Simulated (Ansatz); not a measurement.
**Counterpoise correction, worked out**

The pair of HBr (SMILES Br, atoms 1–2) and CH$_{4}$ (SMILES C, atoms 3–7), both closed shells, in one local arrangement (a lower one may exist), relaxed at PBE0-D4/def2-TZVP:

```tsv
atom	x (Å)	y (Å)	z (Å)
Br1	-0.1458	-0.3496	-3.0412
H2	-0.0810	-0.1816	-1.6303
C3	0.0451	0.1057	0.9292
H4	-0.1566	-0.9406	0.6976
H5	-0.7582	0.7340	0.5430
H6	0.9970	0.4072	0.4909
H7	0.0994	0.2250	2.0108
```

Computed with Ansatz 0.2.0 (basis: def2-TZVPPD); correlated methods freeze the cores. Filled d shells of the heavier atoms are correlated. The def2 sets are not built for correlating such inner shells, so the correlated values are less sure here.

CCSD(T) total energies in eV:

| system | geometry | basis functions | energy |
| --- | --- | --- | --- |
| pair | pair | all | -71123.82759 |
| HBr | as in the pair | all (partner as ghosts) | -70023.37419 |
| CH$_{4}$ | as in the pair | all (partner as ghosts) | -1100.41538 |
| HBr | as in the pair | its own | -70023.35361 |
| CH$_{4}$ | as in the pair | its own | -1100.41152 |
| HBr | free (PBE0-D4 minimum) | its own | -70023.35388 |
| CH$_{4}$ | free (PBE0-D4 minimum) | its own | -1100.41235 |

(1) Work out the interaction energy with and without the counterpoise correction, the superposition error, and the binding energy from the relaxed fragments.

No T1 diagnostic of these runs exceeds 0.008.

## Answers

(1) Without correction: -71123.82759 − (-70023.35361) − (-1100.41152) = -0.06246 eV.
With correction (each fragment in the whole basis): -71123.82759 − (-70023.37419) − (-1100.41538) = -0.03802 eV = -0.88 kcal/mol.
The superposition error is the difference, 0.02444 eV, 39 % of the uncorrected value: each fragment borrows its partner's functions.
Deformation from the free shapes: 0.00027 eV for HBr and 0.00083 eV for CH$_{4}$.
Binding energy from relaxed fragments: -0.03802 + 0.00027 + 0.00083 = -0.03692 eV = -0.85 kcal/mol (electronic, without zero-point energy; negative means bound). For comparison, the corrected interaction energy by CCSD(T) at an estimated basis limit (MP2 extrapolated from triple and quadruple zeta, plus CCSD(T) − MP2 in triple zeta) is -0.048 eV; triple zeta with the correction binds less.

For scale, one of the runs: CCSD(T)/def2-TZVPPD, 179 basis functions (an equivalent command: `ansatz run in.yaml --threads 2`). Hardware: 2 CPU threads, shared host. Wall time 52 s; peak host memory 1.7 GiB.
